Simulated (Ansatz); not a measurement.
Molecule: chloro(fluoro)silane, sum formula SiH$_{2}$ClF, net charge 0, singlet state. 
Coordinates optimised at B3LYP-D3(BJ)/def2-TZVP (Ansatz, a program for electronic structure):
```
Si
F 1 1.5953
H 1 1.4700 2 108.26
H 1 1.4700 3 113.68 2 120.32
Cl 1 2.0473 3 108.86 4 121.52
```

Property: atomisation energy (electronic, to ground-state atoms), in eV. Correlated levels leave the core frozen unless marked. UHF or UKS for open shells. Spin-orbit coupling is left out. No relativistic terms. The coupled-cluster limit lacks core correlation, which all-electron functionals hold. CBS marks a two-point X^-3 extrapolation of the correlation energy; Hartree-Fock from the larger set.

```tsv
level	program	atomisation energy (eV)
revPBE/def2-TZVPD	Ansatz	___
r2SCAN-D4/def2-TZVPD	Ansatz + dftd4	17.28
PBE0-D4/def2-TZVPD	Ansatz + dftd4	___
PBE0/def2-QZVPP	Ansatz	16.95
B2GP-PLYP-D4/def2-TZVPD	Ansatz + dftd4	17.06
RPA@PBE/cc-pV(Q+d)Z	Ansatz	___
SCS-MP2/6-31G*	Ansatz	15.59
CCSD/STO-3G	Ansatz	15.95
CCSD(T)/CBS(cc-pV(T+d)Z,cc-pV(Q+d)Z)	Ansatz	17.45
```

Q: Fill in the missing entries.

A: 
- revPBE/def2-TZVPD, atomisation energy (eV): 16.53
- PBE0-D4/def2-TZVPD, atomisation energy (eV): 16.98
- RPA@PBE/cc-pV(Q+d)Z, atomisation energy (eV): 16.16
